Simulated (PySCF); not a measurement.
**Assignment exercise: C5H4F2O3**

Bonds (- single, = double, # triple, : aromatic): C1-O2 1.425 Å, O2-C3 1.316 Å, C3=C4 1.357 Å, C4-C5 1.446 Å, C5=O6 1.200 Å, C4-O7 1.433 Å, O7-C8 1.390 Å, C8-F9 1.341 Å, C8-F10 1.341 Å, C8-C3 1.524 Å. C1 carries H11, H12, H13; C5 carries H14.

[PySCF: structure optimised with GFN2-xTB; σ from GIAO-PBE0/pcSseg-1; no relativistic terms; rapidly exchanging positions averaged; no solvent model; a single conformation]

Shifts are taken against calculated references (same method and geometry level): 13C, 1H against TMS.

(1) Assign these signals to the numbered atoms. 13C{1H} NMR (computed): δ 174.2 (CH), 157.0 (C), 145.9 (C), 130.3 (C), 59.4 (CH3).

(2) Assign these signals to the numbered atoms. 1H NMR (400 MHz, computed): δ 9.86 (s, 1H), 4.23 (s, 3H).

Answers

(1) 
174.2 → C5, aldehyde carbonyl carbon
157.0 → C3, alkene carbon bearing oxygen: an sp2 carbon further deshielded by the attached heteroatom
145.9 → C4, alkene carbon bearing oxygen
130.3 → C8, allylic fully substituted sp3 carbon bonded to 2 F and O: 3 electronegative neighbours deshield it
59.4 → C1, methyl carbon bonded to O: deshielded by the electronegative neighbour

(2) 
9.86 → H14, hydrogen on an aldehyde carbonyl carbon: the formyl region, downfield of aromatic protons
4.23 → H11/H12/H13, hydrogen on a methyl carbon bonded to O: its carbon carries O, hence the downfield position

Splittings by 19F in the carbon and heteronuclear signals aren't shown, as no couplings were computed. Shifts are as computed. Against solution values, carbons near 30 ppm lie about +3 ppm off and those near 130 ppm about +5 ppm. Of 1211 compounds with measured shifts, 218 miss one by over three times the rms of a fit or turn the order of signals round; such compounds aren't used in these exercises. Multiplicities follow the n + 1 count of equivalent neighbours, as no J values were calculated; m marks all less simple cases, F and P coupling included.
